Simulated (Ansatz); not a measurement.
All values below come from frozen-core CCSD(T)/cc-pVTZ // B3LYP-D3(BJ)/def2-TZVP (Ansatz, a first-principles code). The restricted HF reference is unstable towards unrestricted orbitals.

Ansatz 0.2 input:
```yaml
crystal:
  periodic: [false, false, false]
  atoms:
    - { symbol: O, position_ang: [-1.940478, 1.033288, -0.590424] }
    - { symbol: C, position_ang: [-0.721322, 0.542424, -0.249325] }
    - { symbol: C, position_ang: [0.417892, 1.250188, -0.150511] }
    - { symbol: C, position_ang: [1.486301, 0.329378, 0.240916] }
    - { symbol: C, position_ang: [1.008141, -0.918693, 0.378742] }
    - { symbol: C, position_ang: [-0.466625, -0.904862, 0.075469] }
    - { symbol: H, position_ang: [-2.590282, 0.322886, -0.588964] }
    - { symbol: H, position_ang: [0.526875, 2.308705, -0.327865] }
    - { symbol: H, position_ang: [2.513086, 0.631058, 0.393369] }
    - { symbol: H, position_ang: [1.557308, -1.803907, 0.657598] }
    - { symbol: H, position_ang: [-0.722235, -1.555418, -0.769115] }
    - { symbol: H, position_ang: [-1.068661, -1.235049, 0.930109] }
basis:
  gaussian: { orbitals: cc-pVTZ }
correlation:
  method: ccsd_t
```

Output:

```
Functional definition: HF
1536 factors; integrals over basis functions are off by at most 1.0e-3 eV
mean field evaluation 1: about -7280.9878 eV, gradient 4.1e1 eV
mean field evaluation 2: about -7281.3775 eV, gradient 4.1e1 eV
mean field evaluation 4: about -7285.6579 eV, gradient 4.3e0 eV
mean field evaluation 8: about -7285.7303 eV, gradient 3.6e-1 eV
mean field evaluation 16: about -7280.9879 eV, gradient 4.1e1 eV
mean field -7285.73122570 eV, -267.7456840984 hartree, gradient 5.9e-6 eV, S^2 0.000000; 0 other end points of the search recorded, 0 dependent functions left out; unrestricted orbitals would lower it
6 core orbitals not correlated
reference -7285.73122570 eV, -267.7456840984 hartree; 16, 16 occupied and 242, 242 virtual orbitals, 1536 factors
second order -28.27798831 eV of doubles, -0.00000000 eV of singles
cycle   1  -28.19243189 eV  change    8.6e-2 eV  update   1.1e-1
cycle   2  -28.88442876 eV  change   -6.9e-1 eV  update   3.5e-2
cycle   3  -29.04125304 eV  change   -1.6e-1 eV  update   1.7e-2
cycle   4  -29.03132854 eV  change    9.9e-3 eV  update   5.2e-3
cycle   5  -29.02992454 eV  change    1.4e-3 eV  update   2.2e-3
cycle   6  -29.03139265 eV  change   -1.5e-3 eV  update   8.7e-4
cycle   7  -29.03111114 eV  change    2.8e-4 eV  update   3.3e-4
cycle   8  -29.03092838 eV  change    1.8e-4 eV  update   1.6e-4
cycle   9  -29.03099541 eV  change   -6.7e-5 eV  update   6.6e-5
cycle  10  -29.03100127 eV  change   -5.9e-6 eV  update   2.3e-5
perturbative correction -1.39001580 eV, -0.0510821383 hartree
Total energy: -7316.15224276 eV, -268.8636358553 hartree
```

Cost: around 8 core-minutes (rough).
